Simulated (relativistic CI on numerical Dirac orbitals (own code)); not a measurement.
Line list: Electric-dipole lines, Nd31+

Method of calculation: Dirac-Coulomb-Breit CI, orbitals from a KLI potential per configuration, QED by a radiative potential, unscaled Slater integrals (own radial code, finite nucleus).

Configurations in the expansion (outside the closed core [Ar]): 3d¹⁰4s, 3d¹⁰4p, 3d¹⁰4d, 3d¹⁰4f, 3d¹⁰5s, 3d¹⁰5p, 3d¹⁰5d, 3d¹⁰5f, 3d¹⁰5g, 3d⁹4p², 3d¹⁰6s, 3d¹⁰6p, 3d¹⁰6d, 3d⁸4s4p², 3d⁹4s², 3d¹⁰6f. Levels of other configurations are missing.

```
λ vac (Å)               Lower               Upper   A (s⁻¹)  log gf  S velocity/length
   13.319   3d¹⁰4p ²P°3/2 [3]   3d⁹4p² ²P3/2 [47]  2.33e+12   -0.61               0.90
   13.321   3d¹⁰4p ²P°3/2 [3]   3d⁹4p² ²D5/2 [46]  2.93e+12   -0.33               0.89
   13.340   3d¹⁰4p ²P°1/2 [2]   3d⁹4p² ²P3/2 [32]  1.92e+12   -0.69               0.90
   17.467   3d¹⁰4p ²P°3/2 [3]   3d¹⁰6d ²D5/2 [21]  9.64e+11   -0.58               0.93
   19.641    3d¹⁰4d ²D3/2 [4]  3d¹⁰6f ²F°5/2 [23]  1.62e+12   -0.25               0.94
   19.837    3d¹⁰4d ²D5/2 [5]  3d¹⁰6f ²F°7/2 [24]  1.74e+12   -0.09               0.94
   22.421    3d¹⁰4s ²S1/2 [1]  3d¹⁰5p ²P°3/2 [10]  6.39e+11   -0.72               1.03
   23.111   3d¹⁰4p ²P°1/2 [2]   3d¹⁰5d ²D3/2 [11]  8.22e+11   -0.58               1.00
   24.461   3d¹⁰4p ²P°3/2 [3]   3d¹⁰5d ²D5/2 [12]  1.23e+12   -0.18               1.01
   27.486    3d¹⁰4d ²D3/2 [4]  3d¹⁰5f ²F°5/2 [13]  2.23e+12    0.18               0.99
   27.854    3d¹⁰4d ²D5/2 [5]  3d¹⁰5f ²F°7/2 [14]  2.43e+12    0.35               0.99
   30.364   3d¹⁰4p ²P°3/2 [3]    3d¹⁰5s ²S1/2 [8]  1.72e+12   -0.32               1.00
   35.006   3d¹⁰4f ²F°5/2 [6]   3d¹⁰5g ²G7/2 [15]  4.93e+12    0.86               0.99
   35.099   3d¹⁰4f ²F°7/2 [7]   3d¹⁰5g ²G9/2 [16]  5.10e+12    0.97               0.99
   36.184    3d¹⁰4d ²D5/2 [5]  3d¹⁰5p ²P°3/2 [10]  7.19e+11   -0.25               1.02
   37.082    3d¹⁰4d ²D3/2 [4]   3d¹⁰5p ²P°1/2 [9]  9.40e+11   -0.41               1.01
   44.097   3d¹⁰4f ²F°7/2 [7]   3d¹⁰5d ²D5/2 [12]  2.20e+11   -0.42               1.05
   44.409   3d¹⁰4f ²F°5/2 [6]   3d¹⁰5d ²D3/2 [11]  2.41e+11   -0.55               1.04
   48.564  3d¹⁰5p ²P°3/2 [10]   3d¹⁰6d ²D5/2 [21]  2.82e+11   -0.22               0.99
   53.272   3d¹⁰5d ²D3/2 [11]  3d¹⁰6f ²F°5/2 [23]  4.66e+11    0.08               0.99
   53.903   3d¹⁰5d ²D5/2 [12]  3d¹⁰6f ²F°7/2 [24]  5.17e+11    0.26               0.99
   61.599  3d¹⁰5p ²P°3/2 [10]   3d¹⁰6s ²S1/2 [17]  6.31e+11   -0.14               0.99
   71.156   3d¹⁰5d ²D5/2 [12]  3d¹⁰6p ²P°3/2 [19]  3.31e+11    0.00               1.00
   73.248   3d¹⁰5d ²D3/2 [11]  3d¹⁰6p ²P°1/2 [18]  4.18e+11   -0.17               0.99
   81.124  3d¹⁰5f ²F°7/2 [14]   3d¹⁰6d ²D5/2 [21]  1.49e+11   -0.05               1.00
   81.666  3d¹⁰5f ²F°5/2 [13]   3d¹⁰6d ²D3/2 [20]  1.62e+11   -0.19               1.00
   89.878   3d¹⁰4p ²P°1/2 [2]    3d¹⁰4d ²D3/2 [4]  2.65e+11    0.11               1.00
   103.89    3d¹⁰4d ²D3/2 [4]   3d¹⁰4f ²F°5/2 [6]  1.72e+11    0.22               1.02
   108.92    3d¹⁰4d ²D5/2 [5]   3d¹⁰4f ²F°7/2 [7]  1.60e+11    0.36               1.02
   110.81   3d¹⁰4p ²P°3/2 [3]    3d¹⁰4d ²D5/2 [5]  1.75e+11    0.29               1.00
   125.95    3d¹⁰4s ²S1/2 [1]   3d¹⁰4p ²P°3/2 [3]  9.87e+10   -0.03               0.99
   188.89    3d¹⁰4s ²S1/2 [1]   3d¹⁰4p ²P°1/2 [2]  2.85e+10   -0.52               0.97
   193.19   3d¹⁰5p ²P°1/2 [9]   3d¹⁰5d ²D3/2 [11]  7.85e+10    0.24               1.00
   235.91   3d¹⁰5d ²D3/2 [11]  3d¹⁰5f ²F°5/2 [13]  5.12e+10    0.41               1.00
   236.88  3d¹⁰5p ²P°3/2 [10]   3d¹⁰5d ²D5/2 [12]  5.28e+10    0.43               1.00
   247.34   3d¹⁰5d ²D5/2 [12]  3d¹⁰5f ²F°7/2 [14]  4.78e+10    0.55               1.00
   268.34    3d¹⁰5s ²S1/2 [8]  3d¹⁰5p ²P°3/2 [10]  2.88e+10    0.09               1.00
   353.14  3d¹⁰6p ²P°1/2 [18]   3d¹⁰6d ²D3/2 [20]  2.95e+10    0.34               1.00
   397.75    3d¹⁰5s ²S1/2 [8]   3d¹⁰5p ²P°1/2 [9]  8.72e+09   -0.38               0.98
   431.73  3d¹⁰6p ²P°3/2 [19]   3d¹⁰6d ²D5/2 [21]  2.00e+10    0.53               1.00
   437.16   3d¹⁰6d ²D3/2 [20]  3d¹⁰6f ²F°5/2 [23]  1.95e+10    0.52               1.00
   458.27   3d¹⁰6d ²D5/2 [21]  3d¹⁰6f ²F°7/2 [24]  1.82e+10    0.66               1.00
   489.95   3d¹⁰6s ²S1/2 [17]  3d¹⁰6p ²P°3/2 [19]  1.07e+10    0.19               1.00
   552.60  3d¹⁰5f ²F°5/2 [13]   3d¹⁰5g ²G7/2 [15]  2.72e+09    0.00               0.91
   564.73  3d¹⁰5f ²F°7/2 [14]   3d¹⁰5g ²G9/2 [16]  2.64e+09    0.10               0.92
```

Terms are leading LS components. Brackets give the number of a level in order of energy, since labels repeat. The list gives strong lines, with weight on those to low levels, among the lowest 53 of 264 levels, so that lines to higher ones, which can be the strongest, are missing. Levels whose partners in the same complex of configurations lie outside the list can be far off, and so can their lines. Rates are taken at the computed energies, electric ones in the length gauge. A velocity-to-length ratio far from 1 marks an uncertain rate.

At this charge energies of transitions that change n are usually good to better than 1 %, and those within a shell (Δn = 0) to a few per cent.

LS names give the leading component of a level, which can be under half, so a name can repeat, a term be missing and a line seem to break the LS rules.
